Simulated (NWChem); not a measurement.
# fluoroethane (C2H5F); SMILES C(C)F

All runs: NWChem. Pople sets run with spherical d functions. The geometry was optimised at B3LYP/6-31G* (spherical d). LC-ωPBE (HJS hole) with 6-31G*; x = 1 − exp(−ω/0.25 bohr⁻¹) is a scale chosen for this fit.

```csv
row,x,−ε(HOMO) (eV)
ω = 0.10,0.330,8.64
ω = 0.20,0.551,9.95
ω = 0.30,0.699,11.02
ω = 0.40,0.798,11.85
ω = 0.60,0.909,withheld
```

Problem. Fit a straight line of the last column on the one before it, predict the withheld value, and compare with the run.

Solution. 
1. Means of the 4 shown rows: x = 0.5945, y = 10.365. Slope Σ(x − x̄)(y − ȳ)/Σ(x − x̄)² = 0.8450/0.1242 = 6.804; intercept 6.320.
2. The shown rows scatter about the line by 0.091 (root mean square); the largest residual is -0.12, at ω = 0.20.
3. At x = 0.909 (ω = 0.60; beyond the shown range) the line gives 12.50.
4. The run gives 12.96, +0.46 from the line, 5.1 times the scatter.
